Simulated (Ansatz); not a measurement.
Basis-set extrapolation for FH$_{5}$NPSi, SMILES `F[SiH2]NP` (PBE0-D4/def2-TZVP geometry, frozen core, Ansatz 0.2.0). Multiplicity 1, RHF reference.

|  | def2-TZVPP | def2-QZVPP |
| --- | --- | --- |
| HF | -786.664576 | -786.692129 |
| MP2 correlation | -0.737472 | -0.799075 |
| CCSD(T) correlation | -0.804812 | not run |

Energies in hartree. Use E(X) = E(∞) + A·exp(−7.88·√X) for Hartree–Fock and E(X) = E(∞) + B·X^(−2.97) for correlation, with X = 3 and 4, and add CCSD(T) minus MP2 of the smaller set to the MP2 limit.

Q: What is the CCSD(T) energy at the basis-set limit?

A: HF limit: -786.692129 + (-0.027553) × 0.13774 = -786.69592. MP2 limit: -0.799075 + (-0.061603) × 0.74074 = -0.84471. Higher-order term: -0.804812 − (-0.737472) = -0.06734. Total: -787.60797 hartree, 87.0 kcal/mol below CCSD(T)/def2-TZVPP.
